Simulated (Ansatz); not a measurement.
Mean bond length (Å) of eight boron compounds: PBE-D3(BJ) beside B3LYP-D3(BJ), computed with Ansatz (a quantum-chemistry and plane-wave program) for isolated molecules in the bases named; differences from unrounded values. The eight are the first of their class met in an unordered collection, after screening for sound electronic states; none was chosen by its value. Each level has its own optimised geometry.

| molecule | basis | B3LYP-D3(BJ) | PBE-D3(BJ) | difference |
|---|---|---|---|---|
| C₃H₇BF₂O, SMILES CC[C@H](B(F)O)F | def2-SVP | 1.255 | 1.262 | 0.007 |
| C3H6BFO2, SMILES OB(O)C1(F)CC1 | def2-SVP | 1.270 | 1.277 | 0.007 |
| C3H7BF2O, SMILES B(F)([C@@H](C)OC)F | def2-SVP | 1.255 | 1.262 | 0.007 |
| C2H6BFO2, SMILES OCB(F)CO | def2-SVP | 1.245 | 1.252 | 0.007 |
| cyanomethylboronic acid (C₂H₄BNO₂), SMILES N#CCB(O)O | def2-SVP | 1.230 | 1.238 | 0.007 |
| C₄H₅BFN, SMILES C#CB(/C=N/C)F | def2-SVP | 1.261 | 1.268 | 0.007 |
| C₂H₅BO₃, SMILES CB(O)C(=O)O | def2-SVP | 1.235 | 1.243 | 0.008 |
| C2H8BNO2, SMILES COCB(N)O | def2-SVP | 1.209 | 1.216 | 0.007 |

PBE-D3(BJ) lies below B3LYP-D3(BJ) in 0 and above it in 8 of the eight; the mean signed difference is 0.007 and the largest 0.008 Å.
